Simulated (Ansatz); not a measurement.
`[NH2][GeH2][SnH3]` at its PBE0-D4/def2-TZVP geometry, where that method's forces vanish. Charge 0, multiplicity 1. Sn: def2 effective core potential.

```json
{"atom": "N1", "x (Å)": "1.710", "y (Å)": "0.656", "z (Å)": "-0.614"}
{"atom": "Ge2", "x (Å)": "0.249", "y (Å)": "0.813", "z (Å)": "0.509"}
{"atom": "Sn3", "x (Å)": "-1.420", "y (Å)": "-1.059", "z (Å)": "-0.171"}
{"atom": "H4", "x (Å)": "2.192", "y (Å)": "-0.228", "z (Å)": "-0.528"}
{"atom": "H5", "x (Å)": "2.390", "y (Å)": "1.396", "z (Å)": "-0.495"}
{"atom": "H6", "x (Å)": "-0.329", "y (Å)": "2.218", "z (Å)": "0.261"}
{"atom": "H7", "x (Å)": "0.601", "y (Å)": "0.709", "z (Å)": "2.016"}
{"atom": "H8", "x (Å)": "-0.599", "y (Å)": "-2.555", "z (Å)": "-0.273"}
{"atom": "H9", "x (Å)": "-2.126", "y (Å)": "-0.731", "z (Å)": "-1.689"}
{"atom": "H10", "x (Å)": "-2.668", "y (Å)": "-1.219", "z (Å)": "0.984"}
```

Task: For each bond, give half the difference of the two atoms' forces along it (eV/Å; positive pushes the atoms apart) under PBE-D4, r2SCAN-D4, B3LYP-D4, ωB97M-V in def2-TZVPP. (An estimate is asked.)

Result: Ansatz gave: 
```csv
bond,length (Å),PBE-D4,r2SCAN-D4,B3LYP-D4,ωB97M-V
N1–Ge2,1.850,0.17,0.06,0.22,0.10
N1–H4,1.011,0.22,0.03,-0.04,-0.03
N1–H5,1.012,0.22,0.02,-0.05,-0.04
Ge2–Sn3,2.598,-0.06,-0.01,0.06,-0.02
Ge2–H6,1.539,0.07,-0.04,-0.06,-0.09
Ge2–H7,1.551,0.04,-0.04,-0.06,-0.09
Sn3–H8,1.710,0.10,0.00,0.02,-0.06
Sn3–H9,1.706,0.09,0.00,0.02,-0.06
Sn3–H10,1.708,0.09,-0.01,0.02,-0.06
```

B3LYP here is the variant with VWN-RPA as its local correlation; programs differ in this.
